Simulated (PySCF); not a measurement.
# Ionisation energy of O²⁺ by level of theory

O²⁺ [He] 2s2 2p2 (3P) → O³⁺ [He] 2s2 2p1 (2P), as a difference of total energies. All numbers are calculated (PySCF 2.14, the spin-free X2C one-electron Hamiltonian (Gaussian nucleus), in aug-cc-pCVTZ-DK (7s6p4d2f, 59 functions)). Correlated levels: valence: 1s2 frozen; valence and next inner shell: nothing frozen. The calculations carry no spin-orbit coupling.

| method | ionisation energy (eV) |
| --- | --- |
| UHF | 54.578 |
| LDA | 55.390 |
| PBE | 55.242 |
| PBE0 | 55.277 |
| r2SCAN | 55.578 |
| revPBE | 55.176 |
| BP86 | 55.271 |
| r2SCANh | 55.555 |
| PW91 | 55.388 |
| MP2 (valence) | 54.972 |
| SCS-MP2 (valence) | 54.822 |
| MP2 (valence and next inner shell) | 55.024 |
| SCS-MP2 (valence and next inner shell) | 54.860 |

Errors of the correlated levels include the incompleteness of this basis and the frozen core.

Which method comes closest to the reference value, and which is furthest?

The reference is 54.936 eV (semi-empirical (NIST evaluation); NIST Atomic Spectra Database, ionization energies). Closest: MP2 (valence) (error 0.036 eV); furthest: r2SCAN (error 0.642 eV).
